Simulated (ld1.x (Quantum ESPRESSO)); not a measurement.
An all-electron radial function and its pseudo partner (Cr)

Columns: radius, all-electron u(r) and pseudo u(r) of the 3d shell (level -9.93 eV) of chromium in the configuration [Ne] 3s2 3p6 3d5 4s0 4p0; PBE, non-relativistic, PAW scheme, ld1.x (Quantum ESPRESSO) 7.5.

```tsv
r (bohr)	all-electron	pseudo
0.108	0.0549	0.0015
0.216	0.2259	0.0115
0.324	0.4228	0.0370
0.432	0.5883	0.0821
0.540	0.7065	0.1470
0.648	0.7791	0.2284
0.756	0.8136	0.3196
0.864	0.8200	0.4122
0.972	0.8074	0.4972
1.080	0.7828	0.5666
1.188	0.7511	0.6150
1.296	0.7157	0.6403
1.404	0.6787	0.6436
1.512	0.6415	0.6290
1.620	0.6050	0.6022
1.728	0.5696	0.5695
1.836	0.5356	0.5356
1.944	0.5032	0.5032
2.052	0.4724	0.4724
2.160	0.4433	0.4433
2.268	0.4158	0.4158
2.376	0.3897	0.3897
2.484	0.3652	0.3652
2.592	0.3421	0.3421
2.700	0.3203	0.3203
2.808	0.2998	0.2998
```

(1) How many radial nodes do the two functions have?

(2) At about which radius was the pseudo-wave matched?

(3) Is the pseudo-wave norm-conserving?

## Answers

(1) The all-electron 3d function has n − l − 1 = 0; the pseudo-wave has 0.

(2) 1.90 bohr. The columns agree to 0.0005 from 1.73 bohr on; several derivatives are matched, so the curves merge somewhat inside the radius.

(3) No, it belongs to a PAW set: the norm inside the radius is not constrained, and the difference is carried by the augmentation charge.
